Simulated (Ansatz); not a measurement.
Consider the formal exchange of groups at a C–Ga bond: `O[CH2][Ga]([F])[Cl]` + `[SiH3]S` → `OC[SiH2]S` + `[F][GaH][Cl]`.

Calculated with Ansatz (gas phase, PBE0-D4/def2-TZVP geometries, no zero-point term in ΔE). CCSD(T)/CBS is the MP2 limit (def2-TZVPP, def2-QZVPP) plus CCSD(T) − MP2 in def2-TZVPP, frozen cores. DFT in def2-TZVPP. For Ga outer-core shells are correlated without core-valence functions, which leaves a few kJ/mol of doubt a bond. Scalar relativity is left out up to krypton. Each species was taken in one conformer, which may not be the lowest.

| species | ωB97M-V energy (Eh) |
| --- | --- |
| `O[CH2][Ga]([F])[Cl]` | -2600.04037 |
| `[SiH3]S` | -690.07088 |
| `OC[SiH2]S` | -804.61692 |
| `[F][GaH][Cl]` | -2485.49938 |

(1) Work out ΔE.

Largest T1 diagnostic among the species: 0.013.

Results:

(1) ΔE = (-804.61692) + (-2485.49938) − (-2600.04037) − (-690.07088) = -0.00505 Eh = -0.14 eV. CCSD(T)/CBS gives -0.09 eV.

From r2SCAN to r2SCAN0 (25 % exact exchange), in def2-TZVPP and without D4, ΔE moves by −0.03 eV. Leaving LDA and LC-ωPBE aside and taking each functional with its dispersion term where it has one, the values, not all of them listed here, spread over 0.14 eV, from B97M-V to BLYP-D4. LDA lies −0.06 eV from PBE without D4. In def2-TZVPP, CCSD(T) changes the Hartree–Fock value by +0.06 eV (the triples alone add +0.01 eV) and MP2 by +0.05 eV.
